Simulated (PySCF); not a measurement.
Start geometry of YMe3, `[CH3][Y]([CH3])[CH3]` from GFN2-xTB (Å):
```
atom  x, y, z in Å
Y1     0.0556   -0.0714   -0.0094
C2     2.3857   -0.0234   -0.0214
H3     2.7635   -1.0246   -0.0958
H4     2.9098    0.4568    0.8823
H5     2.8143    0.5305   -0.8898
C6    -1.2111    2.1090   -0.0113
H7    -1.7512    2.2157    0.9175
H8    -1.8675    2.1868   -0.8468
H9    -0.5446    2.9792   -0.0219
C10   -1.2134   -2.0920    0.0411
H11   -2.3167   -1.9620   -0.0017
H12   -0.9735   -2.6562    0.9401
H13   -1.0203   -2.7004   -0.8607
```

Task: What comes out of this run: PySCF, PBE0-D3(BJ)/def2-SVP geometry optimisation, gas phase, def2 core potentials past Kr?

Result: 
```
atom  x, y, z in Å
Y1     0.001   -0.004   -0.027
C2     2.356   -0.039   -0.029
H3     2.809   -1.048   -0.086
H4     2.781    0.435    0.880
H5     2.784    0.539   -0.874
C6    -1.146    2.055    0.002
H7    -1.764    2.174    0.916
H8    -1.863    2.152   -0.839
H9    -0.497    2.951   -0.044
C10   -1.203   -2.029    0.023
H11   -2.304   -1.913    0.035
H12   -0.950   -2.645    0.911
H13   -0.974   -2.678   -0.847
```

The energy falls by 27.4 kJ/mol over 9 energy and gradient evaluations, the largest force component goes from 0.0412 to 3.5e-04 Eh/bohr, and the atoms move by 0.066 Å rms after alignment. The bond that changes most is Y1–C6 (ends: yttrium bonded to 3 C; carbon bonded to Y and 3 H), which shortens by 0.165 Å. Bonds longer at the end by more than 0.005 Å: 6 of 12; shorter: 4. Among the angles that change most is H7–C6–H8, from 111.1° to 104.8°. Rotational constants go from 3441, 3377, 1762 to 3557, 3546, 1836 MHz. The orientation of the end geometry is arbitrary; only internal coordinates are fixed.

The run used 118 basis functions and 56 SCF cycles in all. On an Arm Neoverse V1 with one thread, no GPU, on a shared host, this took 52 s of wall time and 0.46 GiB of memory at its peak.

Stationary, but not proved a minimum.
